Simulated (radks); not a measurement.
Species: neutral titanium. Configuration: [Ar] 3d2 4s2 (the NIST ground configuration). All-electron calculation, scalar-relativistic Kohn-Sham, PBE, spin-unpolarised, spherical densities, finite nucleus; Fermi nuclear charge, rms radius 3.5921 fm. Program: a radial shooting solver on a logarithmic mesh with Libxc functionals.

Local quantities along the radius. ELF = 1/(1 + alpha^2) is the electron localisation function; alpha = (tau - tau_W)/tau_unif compares the Pauli kinetic energy density with that of the uniform gas; s = |grad rho|/(2 (3 pi^2)^(1/3) rho^(4/3)) is the reduced gradient; r v_xc is r times the local exchange-correlation potential (hartree bohr); -r V(r) is the screened charge that the Kohn-Sham potential presents (atomic units). tau is taken from the large components.

r (bohr)	ELF	alpha	s	r v_xc	-r V(r)
0.002615	1.000	0.01427	0.4585	-0.08581	21.84
0.003432	1.000	0.01466	0.4447	-0.09965	21.78
0.004505	1.000	0.01538	0.4368	-0.1177	21.70
0.005913	1.000	0.01654	0.4345	-0.1407	21.60
0.007761	1.000	0.01834	0.4375	-0.1696	21.46
0.01011	1.000	0.02102	0.4459	-0.2041	21.29
0.01326	0.999	0.02537	0.4612	-0.2465	21.05
0.01741	0.999	0.03259	0.4848	-0.2958	20.75
0.02285	0.998	0.04537	0.5192	-0.3505	20.36
0.03	0.995	0.07002	0.5682	-0.4071	19.87
0.03937	0.985	0.1229	0.6357	-0.4595	19.26
0.05168	0.941	0.2501	0.7211	-0.4999	18.51
0.06784	0.752	0.5747	0.7978	-0.5221	17.62
0.08904	0.391	1.248	0.7610	-0.5288	16.56
0.1169	0.267	1.658	0.5064	-0.5411	15.33
0.1534	0.464	1.075	0.3025	-0.6579	14.01
0.1998	0.746	0.5840	0.3393	-0.7972	12.62
0.2622	0.845	0.4276	0.5112	-0.8711	11.08
0.3442	0.746	0.5832	0.7755	-0.8341	9.514
0.4517	0.238	1.790	0.9339	-0.7172	7.939
0.5929	0.171	2.199	0.3584	-0.6828	6.409
0.7783	0.685	0.6783	0.2650	-0.9250	5.113
1.022	0.827	0.4572	0.5247	-1.015	3.828
1.341	0.678	0.6887	0.8631	-0.9261	2.733
1.76	0.255	1.708	1.172	-0.7596	1.907
2.31	0.134	2.541	0.9774	-0.6621	1.350
3.008	0.428	1.156	0.8587	-0.7210	1.076
3.948	0.784	0.5254	1.294	-0.6942	0.8300
5.183	0.830	0.4531	2.298	-0.5383	0.5735
6.803	0.676	0.6925	4.644	-0.4247	0.4302
8.929	0.218	1.895	11.76	-0.2691	0.2695
11.72	0.009	10.31	39.30	-0.1103	0.1103

On this mesh the ELF has minima near r = 0.12, 0.52, 2.3 bohr, which separate the shells, and maxima near 0.26 (0.85), 1.0 (0.83), 4.5 (0.83).
